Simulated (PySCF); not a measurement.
**Does the structure fit the spectrum?**

A compound C3H4F4Si gives the data below (simulated from a calculation) and was assigned the structure `F[SiH2]CC(F)=C(F)F`.

¹³C{¹H} NMR (computed): δ 182.9 (C), 130.7 (C), 123.7 (CH).

¹H NMR (300 MHz, computed): δ 5.67 (m, 1H), 4.23 (m, 3H).

Method: geometry from GFN2-xTB, GIAO PBE0/pcSseg-1 shieldings, in PySCF 2.14 (no solvent, one averaged value for each set of equivalent atoms, one computed conformer, non-relativistic Hamiltonian).

Referencing at the same level of theory: ¹H (31.72 ppm), ¹³C (186.93 ppm) vs TMS.

Problem. Compare with the shifts computed for the proposed structure, pairing carbons in order of shift.

Solution. Atoms are numbered as in `[F:1][SiH2:2][CH2:3][C:4]([F:5])=[C:6]([F:7])[F:8]`. Hydrogens are named by the atom that carries them.

```json
{"atom": "C6", "computed for proposal": "166.8", "given list": "182.9", "difference": "-16.1"}
{"atom": "C4", "computed for proposal": "134.2", "given list": "130.7", "difference": "+3.5"}
{"atom": "C3", "computed for proposal": "18.5", "given list": "123.7", "difference": "-105.2"}
```

The rms difference is 61.5 ppm and the largest -105.2 ppm at C3 (allylic sp3 CH2 bonded to Si). The carbon types in order of shift don't match either: C, C, CH2 for the proposal against C, C, CH in the data. The proposal doesn't fit.

Problem. Which isomer fits?

Solution. SMILES C(=C(/F)[SiH3])/C(F)(F)F.

- Carbon types of the structure: 2 × C, 1 × CH, leaving 3 H on heteroatoms.
- δC 182.9: fully substituted alkene carbon.
- δC 130.7: CF3 carbon; 3 electronegative neighbours deshield it.
- δC 123.7: alkene CH; an sp2 carbon of a C=C bond.
- δH 5.67: hydrogen on an alkene CH; attached to an sp2 carbon and in the plane of the double bond.

The data come from this structure; uniqueness wasn't tested.

Splittings by ¹⁹F in the carbon and heteronuclear signals aren't shown, as no couplings were computed. Shifts are as computed. Against solution values, carbons near 30 ppm lie about +3 ppm off and those near 130 ppm about +5 ppm. Of 1309 compounds with measured shifts, 239 miss one by over three times the rms of a fit or turn the order of signals round; such compounds aren't used in these exercises. Multiplicities follow the n + 1 count of equivalent neighbours, as no J values were calculated; m marks all less simple cases, F and P coupling included.
